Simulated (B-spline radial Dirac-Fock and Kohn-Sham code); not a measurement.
# How the settings move the core levels of Os²⁺

ΔSCF core binding energies without Breit or QED terms, calculated with a radial atomic solver. Keys: rel is the Hamiltonian (dirac, or spin-free x2c and nr, where L3 and M5 stand for the whole 2p and 3d shells), method is hf or an exchange,correlation pair (spin-unpolarised, also for the hole states), nuc the nuclear model, radius_factor scales its radius, rmax is the box in bohr, h the logarithmic mesh step, order the B-spline order, points the quadrature points per cell, c_factor scales the speed of light, and damp, ndamp, maxit and tol steer the iteration. The run stops when the commutator error falls below 10·tol·max(1, Z/10), or the numerical noise floor, and the energy has settled to about 1e-8 Ha; the virial ratio is −V/T.

Base input:

```json
{"items": [{"Z": 76, "q": 2, "cfg": [[1, 0, 2], [2, 0, 2], [2, 1, 6], [3, 0, 2], [3, 1, 6], [3, 2, 10], [4, 0, 2], [4, 1, 6], [4, 2, 10], [4, 3, 14], [5, 0, 2], [5, 1, 6], [5, 2, 6]], "A": 192, "rrms": 5.4126, "do": "settings", "holes": ["K", "L3", "M5"],
  "settings": [{"rel": "dirac", "method": "hf", "nuc": "fermi", "radius_factor": 1.0, "rmax": 45.0, "h": 0.3, "order": 8, "points": 10, "c_factor": 1.0, "maxit": 60, "damp": 0.5, "ndamp": 3, "tol": 1e-08}]}]}
```

The ground state converged in 10 iterations, with total energy -17270.20582 Ha, virial ratio 1.88167 and highest orbital energy -27.83 eV. ΔSCF binding energies: K (1s) 74278.5 eV, L3 (2p3/2) 10931.6 eV, M5 (3d5/2) 1992.7 eV.

Changes from the base run:

```
                         changed setting  Δ total energy (Ha)  Δ K (eV)  Δ L3 (eV)  Δ M5 (eV)  iterations
                     radius_factor = 2.0             +6.68586    -73.99      +0.43      +0.10          10
                         method = "b88,"             -4.37257    +57.64     -39.99     -15.43          10
rel = "x2c"; c_factor = 10.0; damp = 0.0           +972.59287  -6331.27     -53.33     +46.11          11
                            tol = 0.0001              0.00000      0.00       0.00       0.00           8
                         c_factor = 10.0                    ?         ?          ?          ?           ?
  h = 0.5; c_factor = 10.0; tol = 0.0001           +973.21840  -6330.37     -57.44     +46.46           8
                               order = 7             +0.00017      0.00       0.00       0.00          10
```

Question: What does the change c_factor = 10.0 do?

Answer: The total energy moves by +972.53690 Ha and the binding energies by K -6330.34 eV, L3 -57.43 eV, M5 +45.81 eV; the run takes 10 iterations.
